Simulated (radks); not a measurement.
Fractional charge and spin in the 2s shell of neon: the spin-up occupation runs from 0 to 1 and the spin-down occupation from 0 to 1; the fullest corner is Ne, [He] 2p6 2s(up 1, down 1). Calculated with a radial shooting solver on a logarithmic mesh with Libxc functionals: non-relativistic Kohn-Sham, PBE, spin-polarised, spherical densities, point nucleus. Energy (eV) minus the two flat planes that join the four corners (they meet along the diagonal where the two added fractions sum to one electron); zero is where a piecewise linear energy would lie.

\begin{tabular}{lrrrrr}
down \ up & 0 & 0.25 & 0.5 & 0.75 & 1 \\ \hline
0 & 0.000 & -1.971 & -2.611 & -1.943 & 0.000 \\
0.25 & -1.971 & -2.457 & -1.646 & 0.433 & -1.729 \\
0.5 & -2.611 & -1.646 & 0.577 & -1.449 & -2.280 \\
0.75 & -1.943 & 0.433 & -1.449 & -2.144 & -1.690 \\
1 & 0.000 & -1.729 & -2.280 & -1.690 & 0.000 \\
\end{tabular}

Corners above the fullest one (they belong to Ne+ and the next ion): (up 1, down 0) 45.171 eV, (up 0, down 1) 45.171 eV, (up 0, down 0) 112.25 eV. With half an added electron in each spin the energy lies 0.577 eV from the planes, and with half an added electron in spin up alone -2.611 eV. The planes are only a guide here: the flat-plane condition holds for ground states with one frontier orbital, while this shell lies below other occupied shells, so the corners above the fullest one are inner-hole states and not the ground states of those ions.
